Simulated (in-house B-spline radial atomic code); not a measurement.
Response and correlation of Ba26+

Closed shell [Ar] 3d10 4s2. Computed with an all-electron radial atomic-structure program (B-spline basis): Dirac-Hartree-Fock, relativistic RPA (time-dependent Dirac-Hartree-Fock) for the response and second-order many-body perturbation theory for correlation, no-pair Dirac-Coulomb Hamiltonian, finite nucleus.

```
multipole (bohr³, bohr⁵, bohr⁷)  uncoupled  coupled RPA
                         dipole    0.14211      0.15385
                     quadrupole   0.020994            ?
                       octupole  0.0064045    0.0069297
```

What is the coupled quadrupole polarisability?

0.023416 atomic units, +12 % against the uncoupled value.

Which subshells carry the dipole polarisability?

4s1/2 97.6 %, 3d5/2 1.2 %, 3d3/2 0.7 %.

What does the dipole shielding factor come to?

The dipole shielding factor is 0.536, against the exact N/Z = 30/56 = 0.536 of the non-relativistic theorem.

Dipole polarisability at imaginary frequency:

```json
{"u (Eh)": "0", "α(iu) (bohr³)": "0.1539"}
{"u (Eh)": "2.81", "α(iu) (bohr³)": "0.08294"}
{"u (Eh)": "7.01", "α(iu) (bohr³)": "0.03142"}
{"u (Eh)": "14", "α(iu) (bohr³)": "0.01543"}
{"u (Eh)": "21", "α(iu) (bohr³)": "0.01088"}
{"u (Eh)": "28.1", "α(iu) (bohr³)": "0.008431"}
{"u (Eh)": "42.1", "α(iu) (bohr³)": "0.00562"}
{"u (Eh)": "56.1", "α(iu) (bohr³)": "0.003991"}
{"u (Eh)": "70.1", "α(iu) (bohr³)": "0.002961"}
{"u (Eh)": "98.2", "α(iu) (bohr³)": "0.001798"}
{"u (Eh)": "140", "α(iu) (bohr³)": "0.001013"}
{"u (Eh)": "210", "α(iu) (bohr³)": "0.000505"}
{"u (Eh)": "281", "α(iu) (bohr³)": "0.0003005"}
{"u (Eh)": "421", "α(iu) (bohr³)": "0.0001432"}
{"u (Eh)": "701", "α(iu) (bohr³)": "5.467e-05"}
{"u (Eh)": "1400", "α(iu) (bohr³)": "1.433e-05"}
```

What dispersion coefficients follow for two such ions (the dispersion part alone)?

C6 = (3/π)∫α(iu)²du = 0.05928 hartree·bohr⁶ and C8 = 0.06503 hartree·bohr⁸.

Lowest J = 1 odd-parity excitations:

```csv
energy (eV),oscillator strength,leading channel,weight
50.626,0.0817,4s1/2 → p1/2,0.933
83.183,1.11,4s1/2 → p3/2,0.929
418.47,0.128,4s1/2 → p1/2,0.994
429,0.236,4s1/2 → p3/2,0.994
594.2,0.0443,4s1/2 → p1/2,0.997
599.78,0.0838,4s1/2 → p3/2,0.997
702.85,0.0265,4s1/2 → p1/2,0.998
707.31,0.0509,4s1/2 → p3/2,0.997
```

Second-order correlation energy by the highest angular momentum of the excited pair (hartree): s -0.02319, p -0.2445, d -0.5114, f -0.6082, g -0.1911, h -0.08252, i -0.03739, k -0.01898.

What is the second-order correlation energy at the partial-wave limit?

The listed waves sum to -1.7173 hartree; extrapolating the increments as (l + 1/2)⁻⁴ gives -1.7561 hartree, -1.59 eV per electron.
